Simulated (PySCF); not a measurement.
Isomers of C6H8O2. Level of theory: PBE0-D3(BJ)/def2-SVP geometry optimisation, gas phase in PySCF. Energies are electronic, without zero-point or thermal terms, for one conformer each. No frequencies were run at this level. Point groups hold within 0.08 Å.

**Question.** Rank from lowest to highest electronic energy at this level (kJ/mol).
A. `[CH2:1]=[CH:2][O:3][C:4](=[O:5])/[CH:6]=[CH:7]/[CH3:8]` with C1–C2–O3–C4 180°, C2–O3–C4–O5 -1°, O3–C4–C6–C7 180°
B. `[CH3:1][O:2][CH2:3][c:4]1[cH:5][cH:6][o:7][cH:8]1` with C1–O2–C3–C4 -67°, O2–C3–C4–C5 -52°
C. `[O:1]=[C:2]1[CH2:3][CH2:4][C:5](=[O:6])[CH2:7][CH2:8]1` with O1–C2–C3–C4 -153°, C2–C3–C4–C5 -55°, C3–C4–C5–O6 -153°, C4–C5–C7–C8 26°

**Answer.** C (0.0), A (102.6), B (132.8).

As drawn, the lowest has a C=O bond, which the highest lacks; the highest has an aromatic ring, which the lowest lacks.

```csv
SMILES,E (Eh),E rel (kJ/mol),dipole (D),point group,"A, B, C (MHz)"
O=C1CCC(=O)CC1,-383.20020,0.0,0.03,D2,"4532, 1520, 1211"
C=COC(=O)/C=C/C,-383.16112,102.6,2.14,–,"7502, 873.8, 786.5"
COCc1ccoc1,-383.14961,132.8,0.71,C1,"4867, 1298, 1243"
```
